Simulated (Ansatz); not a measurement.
`[OH][Al]([OH])[SH]` + CH₃NH₂ → `C[NH][Al]([OH])[OH]` + H₂S  (ligand exchange at the Al–S bond)

Computed with Ansatz on PBE0-D4/def2-TZVP structures; ΔE is electronic, products minus reactants. CCSD(T)/CBS is the MP2 limit (def2-TZVPP, def2-QZVPP) plus CCSD(T) − MP2 in def2-TZVPP, frozen cores. This one scheme is used for every species. Functionals use def2-TZVPP. B3LYP here is the variant with VWN-RPA as its local correlation; programs differ in this. One conformer a species, not always the lowest.

**Question.** Is it downhill or uphill in electronic energy at CCSD(T)/CBS, and by how much? (Estimate.)

**Answer.** The calculation gave: Uphill: ΔE = +25.3 kJ/mol.

**Question.** What do these levels give: PBE-D4, PBE0-D4, B2PLYP, r2SCAN, B3LYP, HF/def2-TZVPP, MP2/def2-TZVPP, SCS-MP2/def2-TZVPP, CCSD(T)/def2-TZVPP, MP2/def2-QZVPP, SCS-MP2/def2-QZVPP, CCSD/CBS(def2)? (An estimate is asked.)

**Answer.** The calculation gave: PBE-D4 30.5, PBE0-D4 31.1, B2PLYP 24.3, r2SCAN 29.1, B3LYP 24.7, HF/def2-TZVPP 26.8, MP2/def2-TZVPP 24.6, SCS-MP2/def2-TZVPP 22.1, CCSD(T)/def2-TZVPP 23.1, MP2/def2-QZVPP 25.4, SCS-MP2/def2-QZVPP 23.1, CCSD/CBS(def2) 24.5 kJ/mol.

Largest T1 diagnostic among the species: 0.012.
